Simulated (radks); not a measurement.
Results of a calculation; reference values are marked as such.
Polarisability of neutral beryllium, [He] 2s2, at imaginary frequency. Level of theory: scalar-relativistic Kohn-Sham, LB94 model potential, spin-unpolarised, spherical densities, finite nucleus; Fermi nuclear charge, rms radius 2.519 fm (a radial shooting solver on a logarithmic mesh with Libxc functionals). Response by self-consistent Sternheimer equations with the Hartree and adiabatic LDA kernel, the relativistic mass of each level held fixed and spin-orbit coupling left out.

w (hartree),alpha1(iw) (bohr^3),alpha2(iw) (bohr^5)
0.00266,42.84,342.3
0.0143,42.57,341.5
0.0360,41.16,337.1
0.0697,37.16,323.6
0.118,29.83,293.8
0.186,20.76,243.8
0.280,12.77,179.9
0.413,7.238,117.1
0.605,3.894,67.92
0.892,2.004,35.53
1.35,0.9773,16.79
2.12,0.4435,7.040
3.59,0.1814,2.502
6.94,0.06048,0.6783
17.5,0.01168,0.1077

Static values: alpha1 = 42.85 bohr^3 (6.349 angstrom^3; uncoupled 81.52), alpha2 = 342.3 bohr^5, alpha3 = 5033 bohr^7. C6 = 250.1, C8 = 12410, triple-dipole C9 = 7953 atomic units. One-pole (London) frequency 4 C6 / (3 alpha1^2) = 0.182 hartree, against 0.321 for minus the highest occupied eigenvalue. Recommended static value: 37.74 bohr^3 (Schwerdtfeger and Nagle, 2023 table).
